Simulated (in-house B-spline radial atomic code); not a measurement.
Configurations of neutral chlorine, with energies counted from [Ne] 3s2 3p5. All numbers are computed (non-relativistic HSE06, spin-polarised, spherical fractional occupations, exact exchange averaged over the configuration; point nucleus) with a B-spline radial code for spherical atoms, not measured. Shells without spins written out take the highest spin.

Occupations are held fixed; configurations that lie above the ionisation limit could autoionise.

| configuration | E - E(ref) (eV) | highest orbital | its <r> (bohr) |
| --- | --- | --- | --- |
| [Ne] 3s2 3p4 3d1 | 10.955 | 3d up | 7.037 |
| [Ne] 3s2 3p4 4d1 | 11.656 | 4d up | 13.41 |
| [Ne] 3s1 3p6 | 12.757 | 3p down | 1.856 |
| [He] 2s2 2p5 3s2 3p6 | 193.52 | 3p down | 1.702 |

Order these further configurations by energy, lowest first.
A. [Ne] 3s1 3p5 4d1
B. [Ne] 3s1 3p5 4s1
C. [Ne] 3s2 3p4 4p1
D. [Ne] 3s1 3p5 4p1

C (10.304 eV), B (21.788 eV), D (23.176 eV), A (24.52 eV).
